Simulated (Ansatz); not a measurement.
`[NH2][Al]([Cl])[Cl]` → Al• + 2 Cl• + 2 H• + N•  (atomization)

Isolated molecules relaxed with PBE0-D4/def2-TZVP in Ansatz; ΔE leaves out vibrations. CCSD(T)/CBS is the MP2 limit (def2-TZVPP, def2-QZVPP) plus CCSD(T) − MP2 in def2-TZVPP, frozen cores. This one scheme is used for every species, atoms too. DFT in def2-TZVPP. HSE06 is defined as in plane-wave codes. Open shells (•) are unrestricted, without spin–orbit coupling. Spin–orbit coupling would lower the free atoms: a little for Al, Cl. One conformer a species, not always the lowest.

Problem. What is ΔE at CCSD(T)/CBS? (An estimate is asked.)

Solution. Computed: +2043.6 kJ/mol.

Problem. What do these levels give: PBE-D4, B97M-V, r2SCAN0-D4, HSE06-D4, BHLYP-D4, ωB97X-V, PBE-QIDH, BLYP, r2SCAN, PBE0, HF/def2-TZVPP, CCSD/CBS(def2)? (An estimate is asked.)

Solution. Ansatz gave: PBE-D4 2053.7, B97M-V 2059.1, r2SCAN0-D4 2005.8, HSE06-D4 2023.4, BHLYP-D4 1966.0, ωB97X-V 2045.5, PBE-QIDH 2018.5, BLYP 1980.5, r2SCAN 2039.7, PBE0 2009.8, HF/def2-TZVPP 1473.3, CCSD/CBS(def2) 2008.7 kJ/mol.

Largest T1 diagnostic among the species: 0.018.

From PBE to PBE0 (25 % exact exchange), in def2-TZVPP and without D4, ΔE moves by −29.8 kJ/mol: exact exchange takes away binding that semilocal exchange gives to molecules. Leaving LDA and LC-ωPBE aside and taking each functional with its dispersion term where it has one, the values spread over 93.0 kJ/mol, from BHLYP-D4 to B97M-V. LDA lies +252.3 kJ/mol from PBE without D4, its usual overbinding. The D4 term adds +23.1 kJ/mol with B3LYP and +12.2 kJ/mol with PBE0; it sums over pairs of atoms, weighted by their polarisabilities, and B3LYP, whose exchange is more repulsive, gets the larger term.

B3LYP here is the variant with VWN-RPA as its local correlation; programs differ in this.

For atomizations the MP2-based limit and the directly extrapolated one differ by several kJ/mol either way, and by 10 to 25 for some Ge, Se and Sn compounds, so smaller differences from it don't rank the levels.
